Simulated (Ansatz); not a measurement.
Relaxation of Cl₂GeH₃O₃ (9 atoms, charge 0, multiplicity 2), to a largest force component of 0.03 eV/Å in at most 50 steps.

Computed with UKS PBE/def2-SVP (Ansatz 0.2.0).

```xyz
9
Properties=species:S:1:pos:R:3
Ge 0.007 0.018 -0.230
Cl -0.042 -0.055 3.174
O 1.615 -0.005 -1.007
H 2.052 -0.853 -0.788
O -0.784 1.425 -1.000
H -1.752 1.337 -0.880
O -0.890 -1.518 -0.582
H -1.237 -1.909 0.245
Cl -0.062 -0.089 5.244
```

Q: Where does it end, and by what steps?

A: It converged. After 20 steps the energy has fallen by 1.967 eV; Cl9 moved furthest, 2.19 Å. Joined: Ge1–Cl2 (3.41 → 2.26 Å).

```csv
step,energy less start (eV),largest force component (eV/Å),accepted
0,0.0000,1.349,yes
1,-0.1881,1.252,yes
2,-0.4076,1.622,yes
3,-0.7460,2.018,yes
4,-1.1759,1.750,yes
5,-1.4044,0.984,yes
6,-1.4376,0.778,yes
7,-1.4640,0.198,yes
8,-1.4918,0.529,yes
9,-1.5265,0.480,yes
10,-1.5670,0.284,yes
11,-1.6080,0.173,yes
12,-1.6517,0.178,yes
13,-1.7030,0.214,yes
14,-1.7623,0.239,yes
15,-1.8291,0.263,yes
16,-1.8982,0.340,yes
17,-1.9572,0.169,yes
18,-1.9591,0.142,yes
19,-1.9660,0.087,yes
20,-1.9666,0.024,yes
```

```xyz
9
Properties=species:S:1:pos:R:3
Ge -0.004 0.048 0.020
Cl 0.445 0.953 2.041
O 1.527 -0.151 -0.833
H 2.033 -0.901 -0.465
O -0.849 1.259 -0.942
H -1.788 1.311 -0.679
O -0.919 -1.425 0.325
H -0.965 -1.582 1.307
Cl -0.573 -1.161 3.402
```

Whether the end is a true minimum wasn't checked by a vibrational analysis.

Time of the run: 63 s on 4 threads of Arm Neoverse V2, with other jobs on the host, peak memory 0.26 GiB.
